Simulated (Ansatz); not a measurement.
Molecule: dichloro(methylsilyloxy)silane, CH6Cl2OSi2 (charge 0, singlet). SMILES: C[SiH2]O[SiH](Cl)Cl
Geometry from a B3LYP-D3(BJ)/def2-TZVP (Ansatz, a quantum-chemistry and plane-wave program) optimisation:
```xyz
12

C     -2.4961    -0.6173     0.1888
Si    -1.7689     0.8393     1.0904
O     -0.1560     1.0012     0.7277
Si     1.0860     0.3490    -0.0540
Cl     0.6935     0.2709    -2.0692
Cl     1.4088    -1.5704     0.6052
H     -3.5574    -0.7203     0.4271
H     -2.4008    -0.4958    -0.8917
H     -1.9933    -1.5435     0.4733
H     -1.8725     0.6704     2.5563
H     -2.4287     2.1026     0.6950
H      2.2981     1.1374     0.1641
```
Charge 0, spin multiplicity 1.

Quantity: atomisation energy, in kcal/mol. Set-up: frozen cores in correlated levels; 6-311+G** with 5d, 6d on Na to Ar in Ansatz; no spin-orbit coupling; open shells spin-unrestricted; 6-31G* and kin with 6d, 5d where marked; atomisation electronic, to ground-state atoms; LANL2DZ with its own core potentials from Na on; non-relativistic. CBS(X,Y): correlation extrapolated as X^-3; Hartree-Fock from the larger set. First-principles rows: single points at B3LYP-D3(BJ) geometries (Ansatz).

Coupled cluster (Ansatz) is a level with limits of its own, used here on species with T1 under 0.025 (0.045 for open shells) and stable references: CCSD(T)/CBS(cc-pV(T+d)Z,cc-pV(Q+d)Z).

Value to compare with, CCSD(T)/CBS(cc-pV(T+d)Z,cc-pV(Q+d)Z) (Ansatz): 1046.8 kcal/mol.

| level | program | atomisation energy (kcal/mol) | difference |
|---|---|---|---|
| MP2/STO-3G | Ansatz | 1021.8 | -25.0 |
| MP2/3-21G | Ansatz | 823.8 | -223.0 |
| MP2/LANL2DZ | Ansatz | 813.5 | -233.3 |
| MP2/6-31G* | Ansatz | 942.9 | -103.9 |
| MP2/6-311+G** | Ansatz | 979.5 | -67.3 |

Among the 5 habitual levels, MP2/LANL2DZ lies farthest from CCSD(T)/CBS(cc-pV(T+d)Z,cc-pV(Q+d)Z) (Ansatz) (-233.3 kcal/mol) and MP2/STO-3G nearest (-25.0); 0 of 5 lie above it, and their mean absolute difference is 130.5 kcal/mol, the median 103.9. One case shows no general order.

The sets are all those run for this method; left out are runs that failed, that the program found above a lower state of the same kind, or whose <S^2> lies over 0.5 above the pure value.
